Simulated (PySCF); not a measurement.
Geometries of 3 isomers of C3H9B, from PySCF, PBE0-D3(BJ)/def2-SVP geometry optimisation, gas phase. One conformer each, no zero-point energy, no frequencies.

Task: Which isomer lies lowest at this level?
A.
```xyz
13
angstrom
B      0.062    1.208   -0.467
C     -0.015   -0.342   -0.474
C     -1.360   -0.975   -0.133
C      1.168   -1.098    0.126
H      1.135    1.769   -0.423
H     -0.938    1.873   -0.631
H      0.098   -0.380   -1.595
H     -1.545   -0.930    0.953
H     -2.194   -0.456   -0.630
H     -1.399   -2.038   -0.424
H      2.130   -0.670   -0.193
H      1.158   -2.164   -0.155
H      1.136   -1.054    1.226
```
B.
```xyz
13
angstrom
C      1.221    0.674   -0.076
B      0.558   -0.703    0.246
C     -0.975   -0.927    0.480
C     -1.909    0.276    0.451
H      2.250    0.772    0.300
H      0.632    1.563    0.196
H      1.314    0.683   -1.182
H      1.267   -1.692    0.263
H     -1.292   -1.695   -0.254
H     -1.061   -1.473    1.442
H     -2.960   -0.007    0.621
H     -1.642    1.014    1.223
H     -1.865    0.798   -0.518
```
C.
```xyz
13
angstrom
B      1.873    0.653    0.518
C      0.391    0.607    0.047
C     -0.397   -0.688    0.220
C     -1.826   -0.610   -0.293
H      2.429   -0.315    0.993
H      2.507    1.680    0.408
H     -0.129    1.458    0.534
H      0.402    0.925   -1.018
H      0.137   -1.507   -0.292
H     -0.402   -0.967    1.287
H     -2.364   -1.560   -0.154
H     -1.851   -0.368   -1.369
H     -2.396    0.175    0.230
```

Result: B. That is `CBCC` (C3H9B), 13.0 kcal/mol below the next.

```json
{"SMILES": "CBCC", "atoms numbered as above": "[CH3:1][BH:2][CH2:3][CH3:4]", "E (Eh)": "-144.29507", "relative (kcal/mol)": "0.0", "relative (kJ/mol)": "0.0", "dipole (D)": "0.43"}
{"SMILES": "BCCC", "atoms numbered as above": "[BH2:1][CH2:2][CH2:3][CH3:4]", "E (Eh)": "-144.27437", "relative (kcal/mol)": "13.0", "relative (kJ/mol)": "54.3", "dipole (D)": "0.70"}
{"SMILES": "BC(C)C", "atoms numbered as above": "[BH2:1][CH:2]([CH3:3])[CH3:4]", "E (Eh)": "-144.27247", "relative (kcal/mol)": "14.2", "relative (kJ/mol)": "59.3", "dipole (D)": "0.72"}
```
